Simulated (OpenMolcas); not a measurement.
3s2 3p along the 13-electron sequence

| Item | Value |
| --- | --- |
| Program | OpenMolcas 26.06 |
| Method | RASSCF |
| Basis | ANO-RCC-VQZP |
| Scalar Hamiltonian | DKH2, point nucleus |
| Spin-orbit coupling | state interaction with AMFI integrals over the reference wave functions, term energies averaged over their components |

Active space for each ion: 1 electron in 9 orbitals (RAS2 3p; RAS3 3d 4s, at most 1 electron).

Computed levels in cm-1 above 2P* 1/2:

| Level | P2+ | S3+ | Cl4+ | Ar5+ |
| --- | --- | --- | --- | --- |
| 2P* 3/2 | 494 | 860 | 1370 | 2056 |
| weight of 2P* in the lowest level (%) | 100 | 100 | 100 | 100 |

Measured, with the error of the calculation in %. Measured levels: P2+ from Martin, Zalubas and Musgrove, J. Phys. Chem. Ref. Data 14, 751 (1985); S3+ from NIST levels in Podobedova, Kelleher and Wiese, J. Phys. Chem. Ref. Data 38, 171 (2009); Ar5+ from Saloman, J. Phys. Chem. Ref. Data 39, 033101 (2010).

```
  Level          P2+         S3+         Ar5+
2P* 3/2  559 (-11.7)  951 (-9.6)  2208 (-6.9)
```

The fine-structure level 2P* 3/2 changes by a factor of 4.16 from P2+ to Ar5+. Its fourth root runs 4.71, 5.42, 6.08, 6.73, with steps per unit of Z of 0.70, 0.67, 0.65; equal steps would mean a (Z - σ)^4 law with constant σ.

With one active electron the reference holds no correlation, so core polarisation is missing. Measured partners are found by configuration, term and J. A level has none where our copy of the source lacks it or the pairing is in doubt (some pairs that miss far off the trend of their configuration count as doubtful), and it then counts in no deviation. Only configurations of the active space appear.

* marks odd parity.
